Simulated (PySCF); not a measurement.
Method: PySCF with PBE-D3(BJ)/def2-TZVP // r2SCAN-D4/def2-TZVP. Isolated molecules, 0 K electronic values unless said otherwise. One relaxed conformer stands for a flexible species; it need not be the lowest. Excitations are Tamm–Dancoff values on a coarser integration grid. The basis has no diffuse functions, so Rydberg states are missing or too high.

Reference species (SMILES): `BB(N)N` (neutral, multiplicity 1).

```yaml
LUMO: -2.73 eV
HOMO–LUMO gap: 2.88 eV
HOMO: -5.61 eV
T1 excitation (TDA): 2.71 eV
```

Changed species: `NBBN` (N–B–B–N torsion 73°).

Q: Give the shifts of the LUMO, HOMO–LUMO gap, HOMO and T1 excitation (TDA).

A: the LUMO rises by 1.81 eV, to -0.92 eV; the HOMO–LUMO gap goes up by 2.22 eV, to 5.10 eV; the HOMO falls by 0.41 eV, to -6.02 eV; the T1 excitation (TDA) increases by 1.96 eV, to 4.67 eV.
